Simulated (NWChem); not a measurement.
A series in which one site is exchanged, each optimised at PBE0/def2-SVP with NWChem, gas phase unless a solvent is named. Some are not confirmed as minima by frequencies. def2 effective core potentials on I; no spin-orbit coupling.

A: [I][Zn][Br] (ZnIBr; site = Br)
B: [I][Zn][I] (ZnI$_{2}$; site = I)
C: [ZnH][I] (ZnHI; site = H)
D: [I][Zn][Cl] (ZnICl; site = Cl)

```
quantity                                                       A     B  C      D
---------------------------------------------------------  -----  ----  -  -----
dipole (D), PBE0/def2-SVP                                   0.39  0.00  ?   0.64
orbital gap (eV), PBE0/def2-SVP                             6.15  5.87  ?   6.26
vertical ionisation energy, ΔSCF, CAM-B3LYP/def2-SVP (eV)  10.18  9.88  ?  10.29
static polarisability, CAM-B3LYP/def2-SVPD (bohr³)          81.4  97.3  ?   72.2
lowest singlet excitation, CAM-B3LYP/def2-SVPD, TDA (eV)    4.95  4.77  ?   4.99
```

Task: Some entries are withheld; supply them.

Result: 
- dipole (D), PBE0/def2-SVP, C: 1.61
- orbital gap (eV), PBE0/def2-SVP, C: 7.03
- vertical ionisation energy, ΔSCF, CAM-B3LYP/def2-SVP (eV), C: 10.92
- static polarisability, CAM-B3LYP/def2-SVPD (bohr³), C: 61.6
- lowest singlet excitation, CAM-B3LYP/def2-SVPD, TDA (eV), C: 5.69
